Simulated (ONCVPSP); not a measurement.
# Pseudopotential generation for carbon: ONCV, PBEsol, scalar-relativistic.

ONCVPSP 4.0.1 was run on this input:

```
# ATOM AND REFERENCE CONFIGURATION
# atsym  z   nc   nv     iexc    psfile
  C 6.00    1    2  -116133      upf
#
#   n    l    f
    1    0    2.00
    2    0    1.50
    2    1    2.50
#
# PSEUDOPOTENTIAL AND OPTIMIZATION
# lmax
    1
#
#   l,   rc,      ep,       ncon, nbas, qcut
    0    1.10    0.00    4    9    4.70
    1    2.15    0.00    5    8    6.70
#
# LOCAL POTENTIAL
# lloc, lpopt,  rc(5),   dvloc0
    4    5    0.85    0.00
#
# VANDERBILT-KLEINMAN-BYLANDER PROJECTORs
# l, nproj, debl
    0    2    2.20
    1    2    3.10
#
# MODEL CORE CHARGE
# icmod, fcfact, rcfact
    1    0.20    0.00
#
# LOG DERIVATIVE ANALYSIS
# epsh1, epsh2, depsh
   -2.00    5.00    0.02
#
# OUTPUT GRID
# rlmax, drl
    6.00    0.01
#
# TEST CONFIGURATIONS
# ncnf
    4
# nvcnf
#   n    l    f
    2
    2    0    2.00
    2    1    2.00
#
    2
    2    0    2.00
    2    1    1.00
#
    2
    2    0    2.00
    2    1    0.00
#
    2
    2    0    2.00
    2    1    1.50
#
```

Command:

```bash
oncvpsp.x < C.dat > C.out
```

The program printed (shortened: citation, most of the input echo, consistency checks and plot data are left out):

```
ONCVPSP  (Optimized Norm-Conservinng Vanderbilt PSeudopotential)
scalar-relativistic version 4.0.1

#   n    l    f        energy (Ha)
    1    0    2.00    -1.0015325E+01
    2    0    1.50    -5.1024443E-01
    2    1    2.50    -2.0056197E-01

Reference configufation results
  iterations    23
  all-electron total energy (Ha)   -3.74386260D+01

Begin loop to  construct optimized pseudo wave functions
and semi-local pseudopoentials for all angular momenta

   Wellstate for l =  0  n =  4
     eigenvalue =   1.6898
     asymptotic potential =   2.1898
     half-point radius =  3.8286

Calculating optimized projector #   1

 for l=   0

    Fraction of norm inside rc  0.268712
    Optimizing pswf for qcut=   4.71 a_B^-1,  ecut=  11.08 Ha
    Residual kinetic energy error=  7.71D-03 Ha

    Energy error per electron        Cutoff
         Ha          eV             Ha
         0.01000     0.27211       10.15
         0.00100     0.02721       62.61
         0.00010     0.00272      183.73
         0.00001     0.00027      211.01

Calculating optimized projector #   2

 for l=   0

    Fraction of norm inside rc  0.074065
    Optimizing pswf for qcut=   4.71 a_B^-1,  ecut=  11.08 Ha
    Residual kinetic energy error=  6.99D-03 Ha

    Energy error per electron        Cutoff
         Ha          eV             Ha
         0.01000     0.27211        9.86
         0.00100     0.02721       28.77
         0.00010     0.00272      162.60
         0.00001     0.00027      257.05

   Wellstate for l =  1  n =  5
     eigenvalue =   2.8994
     asymptotic potential =   3.3994
     half-point radius =  4.1416

Calculating optimized projector #   1

 for l=   1

    Fraction of norm inside rc  0.715344
    Optimizing pswf for qcut=   6.70 a_B^-1,  ecut=  22.45 Ha
    Residual kinetic energy error=  2.14D-06 Ha

    Energy error per electron        Cutoff
         Ha          eV             Ha
         0.01000     0.27211       10.90
         0.00100     0.02721       15.08
         0.00010     0.00272       18.26
         0.00001     0.00027       20.70

Calculating optimized projector #   2

 for l=   1

    Fraction of norm inside rc  0.188598
    Optimizing pswf for qcut=   6.70 a_B^-1,  ecut=  22.45 Ha
    Residual kinetic energy error=  1.46D-04 Ha

    Energy error per electron        Cutoff
         Ha          eV             Ha
         0.01000     0.27211       15.08
         0.00100     0.02721       19.20
         0.00010     0.00272       24.02
         0.00001     0.00027       51.79

Construct Vanderbilt / Kleinmman-Bylander projectors

B matrix Hermiticity error, ll=   0
   1   2   -7.6396E-05

  Orthonormal projector coefficients  1.0821E+01  3.8662E+00

B matrix Hermiticity error, ll=   1
   1   2    2.1133E-05

  Orthonormal projector coefficients -1.3586E+00 -7.6303E-01

Model core correction analysis
  based on d2Exc/dn_idn_j

d2excae - all-electron derivatives

   -4.745990D-02   -3.849077D-02
   -3.902278D-02   -3.395613D-02

d2excps - pseudofunction derivatives with no core correction

   -4.734176D-02   -4.032736D-02
   -4.085797D-02   -3.578877D-02

rms 2nd derivative error    1.590088E-03

Polynomial model core charge

d2excps - pseudofunction derivatives with core correction

   -4.586865D-02   -3.965222D-02
   -4.018244D-02   -3.524236D-02

rms 2nd derivative error    1.311507E-03

Pseudoatom total energy   -5.178658

Diagnostic tests using Vanderbilt-Kleinman-Bylander pseudopotentials
  1 or more projectors used as specified by nproj input data

   l    rcore       rmatch      e in        delta e   norm test  slope test

   0   1.1035545   1.1370608  -0.5102444  -0.0000047   1.0000265   0.9999872
   0   1.1035545   1.1370608   1.6897556   0.0000111   1.0001547   1.0001547

   1   2.1565901   2.2220689  -0.2005620  -0.0000007   1.0000040   1.0000094
   1   2.1565901   2.2220689   2.8994380   0.0000074   1.0000256   1.0000256

 Testing for bound ghosts
   n   l    E NL Schr. Eq   E Basis Diag.   E Cutoff

   1   0       -0.510249       -0.465412    284.67

   2   1       -0.200563       -0.199233     64.97

 Testing for highly-localized positive-energy ghosts
       l    <radius>/rc     E Basis Diag.   E Cutoff

Test configuration 0

   n   l     f        eae           eps        diff
   1   0  2.0000  -10.01532496
   2   0  1.5000   -0.51024443   -0.51024910   -4.67D-06
   2   1  2.5000   -0.20056197   -0.20056263   -6.55D-07

    Total energies and differences
      AE_ref= -3.74386260D+01  AE_tst= -3.74386260D+01  dif=  0.00D+00
      PS_ref= -5.17865822D+00  PS_tst= -5.17865822D+00  dif= -2.66D-15
      PSP excitation error=  2.66D-15

Test configuration 1

   n   l     f        eae           eps        diff
   1   0  2.0000   -9.99747441
   2   0  2.0000   -0.50156560   -0.50117368    3.92D-04
   2   1  2.0000   -0.19233060   -0.19195109    3.80D-04

    Total energies and differences
      AE_ref= -3.74386260D+01  AE_tst= -3.75933575D+01  dif= -1.55D-01
      PS_ref= -5.17865822D+00  PS_tst= -5.33338929D+00  dif= -1.55D-01
      PSP excitation error= -3.66D-07

Test configuration 2

   n   l     f        eae           eps        diff
   1   0  2.0000  -10.54785737
   2   0  2.0000   -0.94151944   -0.93938567    2.13D-03
   2   1  1.0000   -0.62131130   -0.61710073    4.21D-03

    Total energies and differences
      AE_ref= -3.74386260D+01  AE_tst= -3.71968820D+01  dif=  2.42D-01
      PS_ref= -5.17865822D+00  PS_tst= -4.93869611D+00  dif=  2.40D-01
      PSP excitation error=  1.78D-03

Test configuration 3

   n   l     f        eae           eps        diff
   1   0  2.0000  -11.28617539
   2   0  2.0000   -1.47651988   -1.46700026    9.52D-03

    Total energies and differences
      AE_ref= -3.74386260D+01  AE_tst= -3.63142155D+01  dif=  1.12D+00
      PS_ref= -5.17865822D+00  PS_tst= -4.06594022D+00  dif=  1.11D+00
      PSP excitation error=  1.17D-02

Test configuration 4

   n   l     f        eae           eps        diff
   1   0  2.0000  -10.24752781
   2   0  2.0000   -0.70771968   -0.70684384    8.76D-04
   2   1  1.5000   -0.39134067   -0.38979833    1.54D-03

    Total energies and differences
      AE_ref= -3.74386260D+01  AE_tst= -3.74488371D+01  dif= -1.02D-02
      PS_ref= -5.17865822D+00  PS_tst= -5.18929900D+00  dif= -1.06D-02
      PSP excitation error=  4.30D-04
```

The run took about 3.5 s on one core of a shared server CPU.
